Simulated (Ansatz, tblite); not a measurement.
Series V(NH)X3: gap (eV) at several levels, gas phase, relaxed structures; Ansatz, xTB through tblite. Names give formal oxidation states. The structures are stationary points that may keep the symmetry of their start. Remarks come from the PBE and PBE0 runs and from stability tests at other levels; not every state was tested.

```json
{"species": "V(NH)F3 (VNF3H)", "state": "singlet", "geometry": "PBE-D4/def2-SVP", "GFN2-xTB": "3.02", "PBE-D4/def2-SVP": "3.65", "PBE-D4/def2-TZVP": "3.66", "r2SCAN-D4/def2-TZVP": "3.96", "PBE0-D4/def2-SVP": "6.09", "PBE0-D4/def2-TZVP": "6.14", "remarks": "restricted SCF unstable in HF"}
{"species": "V(NH)(OH)3 (VNO3H4)", "state": "singlet", "geometry": "PBE0-D4/def2-SVP", "GFN2-xTB": "3.60", "PBE-D4/def2-SVP": "4.53", "PBE-D4/def2-TZVP": "4.59", "r2SCAN-D4/def2-TZVP": "4.95", "PBE0-D4/def2-SVP": "6.99", "PBE0-D4/def2-TZVP": "7.02", "remarks": "restricted SCF unstable in HF"}
```

**Question.** Estimate the rows for V(NH)Cl3 (VNCl3H) (singlet, PBE-D4/def2-SVP geometry).

**Answer.** 
| species | state | geometry | GFN2-xTB | PBE-D4/def2-SVP | PBE-D4/def2-TZVP | r2SCAN-D4/def2-TZVP | PBE0-D4/def2-SVP | PBE0-D4/def2-TZVP | remarks |
| --- | --- | --- | --- | --- | --- | --- | --- | --- | --- |
| V(NH)Cl3 (VNCl3H) | singlet | PBE-D4/def2-SVP | 2.30 | 2.79 | 2.83 | 3.10 | 4.91 | 5.00 | restricted SCF unstable in HF |

Over the 3 species that have every level, the mean is 2.97 at GFN2-xTB, 3.66 at PBE-D4/def2-SVP, 3.69 at PBE-D4/def2-TZVP, 4.00 at r2SCAN-D4/def2-TZVP, 6.00 at PBE0-D4/def2-SVP, 6.05 at PBE0-D4/def2-TZVP. Orbital gaps grow with the share of exact exchange and aren't one observable across functionals.
